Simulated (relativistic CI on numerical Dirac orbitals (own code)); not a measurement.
## Hyperfine structure of Er XLVI, mass number 167

Calculated at this level of theory: Dirac-Coulomb-Breit CI, orbitals from a KLI potential per configuration, model QED, unscaled Slater integrals (own radial code, finite nucleus).

Configurations in the expansion (outside the closed core [Ne]): 3s²3p⁶3d⁵, 3s²3p⁵3d⁶, 3s²3p⁴3d⁷, 3s3p⁶3d⁶, 3p⁶3d⁷, 3s3p⁵3d⁷, 3s²3p⁶3d⁴4s, 3s²3p⁶3d⁴4p, 3s²3p⁴3d⁶4s, 3s²3p⁵3d⁵4s, 3s²3p⁶3d⁴4f, 3p⁶3d⁶4s, 3s²3p⁶3d³4s², 3s²3p⁶3d⁴5s, 3p⁶3d⁵4s². Levels of other configurations are missing.

Nuclear spin I = 7/2, μ = -0.5623 μN, Q = 3.57 b (tables of Stone and Pyykkö). The electronic factors are computed for point nuclear moments, without core polarisation or the Bohr-Weisskopf and QED corrections.

```
           Level  E (cm⁻¹)  A (MHz)  B (MHz)
 3s²3p⁶3d⁵ ²D3/2    597719   -11240  -194000
 3s²3p⁶3d⁵ ⁴D7/2    727700    -4506   -13300
3s²3p⁶3d⁵ ²I11/2    734924    -6546     5090
 3s²3p⁶3d⁵ ⁴G9/2    748894    -5694   -25500
```

Levels with J = 0, under 50 % of one LS term, or S terms without an open s electron are left out. Small factors come from cancelling terms and can be off by tens of per cent or more.

At this charge energies of transitions that change n are usually good to better than 1 %, and those within a shell (Δn = 0) to a few per cent.

(1) Give the hyperfine levels of 3s²3p⁶3d⁵ ²D3/2 relative to its centre of gravity.

## Answers

(1) With K = F(F + 1) − I(I + 1) − J(J + 1), E = AK/2 + B[¾K(K + 1) − I(I + 1)J(J + 1)]/[2I(2I − 1)J(2J − 1)]: F = 2: -28310, F = 3: 76880, F = 4: 87480, F = 5: -107600 MHz.

LS names give the leading component of a level, which can be under half, so a name can repeat, a term be missing and a line seem to break the LS rules.
